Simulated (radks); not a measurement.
The numbers below are computed, except where a source is named.
Numerical settings for the rubidium ion Rb+, [Kr]. Code: a radial shooting solver on a logarithmic mesh with Libxc functionals. Model: scalar-relativistic Kohn-Sham, PBE, spin-polarised, spherical densities, point nucleus. The defaults (mesh step 0.008 in ln r, mesh end at 40 bohr or more with all orbitals vanishing there, Anderson mixing 0.5 over 9 steps, residual threshold near 1e-9 with the energy settled to 1e-9 hartree or 1e-11 of itself, here a cap of 94 iterations) give E = -2981.0438 hartree and 4p at -21.651 eV in 14 iterations. Run on one thread of a shared host, so times are rough (Arm Neoverse N1): 0.24 s of CPU time, 0.24 s wall, 14 iterations on 2546 mesh points. Changes against that run (0 stands for a change within the tolerance of the run):

setting,iterations,converged,E (mhartree),e(4p) (meV),CPU (s)
mesh step in ln r 0.08,5,no,diverged,-,0.04
mesh step in ln r 0.05,14,yes,-0.00252,0,0.06
mesh step in ln r 0.03,14,yes,0,0,0.08
mesh end (bohr) 8,14,yes,+0.0105,+0.716,0.23
mesh end (bohr) 3,13,yes,+773,+8.46e+03,0.2
residual threshold 0.1,10,yes,0,+0.0199,0.19
residual threshold 1e-05,10,yes,0,+0.0199,0.19
mixing 0.05,18,yes,0,0,0.31
"linear mixing, mixing 0.2",88,yes,0,0,1.1
"linear mixing, mixing 0.8",42,yes,0,0,0.61
mixing history 3,15,yes,0,0,0.25
iteration cap 2,2,no,+727,-1.45e+04,0.05

Settings that end as converged yet miss the energy by more than 1 mhartree: mesh end (bohr) 3 (+0.773 hartree). A mesh that ends early acts as a hard wall.
